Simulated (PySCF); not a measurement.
BH4N, SMILES BN (connectivity only; charge and spin as stated), charge +1, multiplicity 2.

Coordinates come from a PBE-D3(BJ)/def2-TZVP optimisation. The geometry has at least one imaginary mode, so it is a saddle point at that level. The spin state was assumed, not searched.

The numbers are results of PBE-D3(BJ)/def2-TZVP (PySCF), not measurements.

No scaling factor is applied to the harmonic values.

Computed normal modes with their intensities:
```
mode  ν (cm⁻¹)  IR (km/mol)  moving atoms (share of kinetic energy)
----  --------  -----------  --------------------------------------
1         292i          0.0                                 H 100 %
2          472        108.8                                  H 91 %
3          605          4.7                                  H 92 %
4          734         88.2                  H 63 %, N 23 %, B 14 %
5          917         79.8                          H 90 %, B 10 %
6          960         35.6                   H 62 %, B 29 %, N 9 %
7         1088          3.8                  B 48 %, N 34 %, H 17 %
8         1496         83.6                          H 87 %, N 13 %
9         2389        134.2                                  H 96 %
10        2424         44.8                          H 90 %, B 10 %
11        3345        247.4                                  H 96 %
12        3422        213.4                           H 91 %, N 9 %
```
